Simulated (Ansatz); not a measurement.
F$_{2}$, charge +1, doublet, geometry from GFN2-xTB (a state made from the parent by changing its charge; the spin is typed, not shown lowest); R2SCAN/def2-TZVP in Ansatz (an electronic-structure program).

Here is a job for Ansatz.
Ansatz 0.2 input:
```yaml
crystal:
  periodic: [false, false, false]
  atoms:
    - {symbol: F, position_ang: [-0.00000000, -0.00000000, -0.64677367]}
    - {symbol: F, position_ang: [0.00000000, 0.00000000, 0.64677367]}
basis:
  gaussian:
    orbitals: def2-TZVP
    final_grid: {core_spheres: 10, valence_spheres: 20, degree: 41}
hamiltonian:
  xc: r2scan
total_charge: 1
magnetization: {spin_polarized: true, initial_magnetization: 1}
```

It wrote (shortened):

```
Functional definition: r2SCAN
312 factors; their error is unknown
mean field evaluation 1: about -5412.4443 eV, gradient 2.5e1 eV
mean field evaluation 2: about -5413.0952 eV, gradient 1.8e1 eV
mean field evaluation 4: about -5413.8186 eV, gradient 3.7e-1 eV
mean field evaluation 8: about -5413.8105 eV, gradient 2.4e-2 eV
mean field evaluation 16: about -5413.6090 eV, gradient 1.0e1 eV
mean field -5413.81048037 eV, -198.9538655412 hartree, gradient 8.0e-6 eV, S^2 0.752933; 1 other end points of the search recorded, 0 dependent functions left out
reference -5413.81048291 eV, -198.9538656345 hartree; 9, 8 occupied and 53, 54 virtual orbitals, 312 factors
Total energy: -5413.81048291 eV, -198.9538656345 hartree
```
